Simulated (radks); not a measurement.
Charge is removed step by step from the 2p (averaged over the sub-levels emptied) level of Ar13+, starting from [He] 2s2 2p1. All-electron calculation, Dirac Kohn-Sham, PBE, spin-unpolarised, spherical densities, finite nucleus; open shells are shared between the two j in proportion to 2j + 1; Fermi nuclear charge, rms radius 3.4274 fm. Program: a radial shooting solver on a logarithmic mesh with Libxc functionals.

removed (e),E - E(0) (eV),eigenvalue (eV),E minus straight line (eV)
0,0.000,-716.44,0.000
0.125,90.103,-725.21,-3.865
0.25,181.30,-734.00,-6.632
0.375,273.60,-742.82,-8.298
0.5,367.01,-751.67,-8.859
0.625,461.52,-760.54,-8.313
0.75,557.15,-769.44,-6.657
0.875,653.88,-778.36,-3.887
1,751.74,-787.30,0.000

Removing the whole electron costs 751.74 eV by Delta-SCF, against 716.44 eV from minus the eigenvalue at the starting occupation. Slater's transition state (half an electron removed) gives 751.67 eV. Integrating minus the eigenvalue over the occupation (Janak's theorem) gives 751.74 eV. The mean slope of the eigenvalue, de/dn, is 70.9 eV per electron. Ionisation energy of Ar13+ in the NIST Atomic Spectra Database: 755.1 eV (semi-empirical).

Beside tabulated values, note that spin-unpolarised runs miss the spin-polarisation part of the exchange energy of open shells.
